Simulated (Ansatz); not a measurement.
Cost and result up the ladder for the cluster Li₂Si₄ (6 atoms). The state is a singlet with charge 0. Geometry: B3LYP-D4/def2-SVP.

```xyz
6

Li   -0.3324   -2.8681    0.9912
Li    0.3403    2.8650   -0.9972
Si   -0.7933    0.6932   -1.1542
Si    0.1696   -1.3077   -0.8354
Si   -0.3770   -0.4565    1.4471
Si    0.9928    1.0740    0.5484
```

Ansatz on 4 threads of Arm Neoverse N1 on a shared host. Times are rough, and most runs start from the orbitals of an earlier one. No level here is sound enough to serve as a yardstick. Binding counts from free atoms at the same level (Li doublet, Si triplet; other spins of the atoms weren't run), without zero-point energy or a counterpoise term.

Correlated methods freeze 20 core orbitals; core or outer-core shells of Li are correlated, in sets that lack core-valence functions. Another isomer (singlet) lies 0.02 eV lower at PBE-D4/def2-TZVP; other spin states weren't run for this one.

Run but left out: PBE-QIDH/def2-TZVP (restricted singlet, unstable in another Hartree–Fock run and untested here).

Correlated methods converge slowly with the basis.

```tsv
level	functions	binding energy per atom (eV)	remarks
r2SCAN0-D4/def2-TZVP	176	2.64	restricted SCF unstable in HF
CCSD(T)/def2-TZVPP	206	2.55	large T1 (0.025), restricted SCF unstable
PBE-D4/def2-TZVP (with forces)	176	2.79	restricted SCF unstable in HF
PBE0-D4/def2-TZVP	176	2.70	restricted SCF unstable in HF
r2SCAN-D4/def2-TZVP	176	2.72	restricted SCF unstable in HF
```

Task: Estimate how long each takes.

Result: PBE-D4/def2-TZVP (with forces) 3.6 s; PBE0-D4/def2-TZVP 5.5 s; r2SCAN-D4/def2-TZVP 7 s; r2SCAN0-D4/def2-TZVP 8 s; CCSD(T)/def2-TZVPP 53 s. On shared hardware such times vary by a factor of up to 3.
